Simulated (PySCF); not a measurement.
Molfile (atoms numbered from 1):
```
C5H6O2
     RDKit          3D

 13 13  0  0  0  0  0  0  0  0999 V2000
   -2.2861    0.2822   -0.1435 C   0  0  0  0  0  0  0  0  0  0  0  0
   -1.3621   -0.7790   -0.0011 O   0  0  0  0  0  0  0  0  0  0  0  0
   -0.0719   -0.4194    0.1072 C   0  0  0  0  0  0  0  0  0  0  0  0
    1.0253   -1.2155    0.2555 C   0  0  0  0  0  0  0  0  0  0  0  0
    2.1289   -0.3254    0.3198 C   0  0  0  0  0  0  0  0  0  0  0  0
    1.6235    0.9269    0.2065 C   0  0  0  0  0  0  0  0  0  0  0  0
    0.2716    0.8803    0.0759 O   0  0  0  0  0  0  0  0  0  0  0  0
   -2.2520    0.9525    0.7201 H   0  0  0  0  0  0  0  0  0  0  0  0
   -2.0846    0.8611   -1.0494 H   0  0  0  0  0  0  0  0  0  0  0  0
   -3.2658   -0.1853   -0.2128 H   0  0  0  0  0  0  0  0  0  0  0  0
    1.0360   -2.2823    0.3102 H   0  0  0  0  0  0  0  0  0  0  0  0
    3.1587   -0.5939    0.4349 H   0  0  0  0  0  0  0  0  0  0  0  0
    2.0739    1.8982    0.2018 H   0  0  0  0  0  0  0  0  0  0  0  0
  1  2  1  0
  2  3  1  0
  3  4  2  0
  4  5  1  0
  5  6  2  0
  6  7  1  0
  7  3  1  0
  1  8  1  0
  1  9  1  0
  1 10  1  0
  4 11  1  0
  5 12  1  0
  6 13  1  0
M  END
```

Gas phase, fast rotation and ring inversion assumed for equivalent nuclei, relativity neglected, one conformer. σ from GIAO-PBE0/pcSseg-1; GFN2-xTB geometry; PySCF 2.14.0 with density-fitted response routines.

δ = σ(ref) − σ, references computed at the same level: $^{13}$C (σ = 186.93 ppm) and $^{1}$H (σ = 31.72 ppm) vs TMS; $^{17}$O (σ = 336.08 ppm) against H2O.

| atoms | nucleus | count | Hirshfeld charge | δ (ppm) |
| --- | --- | --- | --- | --- |
| H11 | $^{1}$H | 1 | 0.05 | 5.54 |
| H8/H9/H10 | $^{1}$H | 3 | 0.05 | 4.05 |
| O2 | $^{17}$O | 1 | -0.11 | 92.4 |
| H13 | $^{1}$H | 1 | 0.06 | 6.95 |
| H12 | $^{1}$H | 1 | 0.06 | 6.60 |
| C5 | $^{13}$C | 1 | -0.09 | 119.4 |
| C6 | $^{13}$C | 1 | -0.02 | ? |
| C1 | $^{13}$C | 1 | -0.04 | ? |
| O7 | $^{17}$O | 1 | -0.07 | 277.1 |
| C3 | $^{13}$C | 1 | 0.13 | 168.1 |
| C4 | $^{13}$C | 1 | -0.12 | ? |

Question: Fill in the missing shifts.

Answer: 
- C6: 135.1 ppm, aromatic CH next to the ring oxygen
- C4: 88.2 ppm, aromatic CH; it is ortho or para to a lone-pair donor and shielded by resonance
- C1: 56.1 ppm, methyl carbon bonded to O; deshielded by the electronegative neighbour

Shifts are as computed. Against solution values, carbons near 30 ppm lie about +3 ppm off and those near 130 ppm about +5 ppm. Of 1211 compounds with measured shifts, 218 miss one by over three times the rms of a fit or turn the order of signals round; such compounds aren't used in these exercises. Unscaled 17O shifts of doubly bonded oxygen tend to come out too high, by tens of ppm or more. Experimental scales use liquid or dissolved standards, which lie at an offset from isolated H2O (liquid H2O: subtract about 36 ppm).
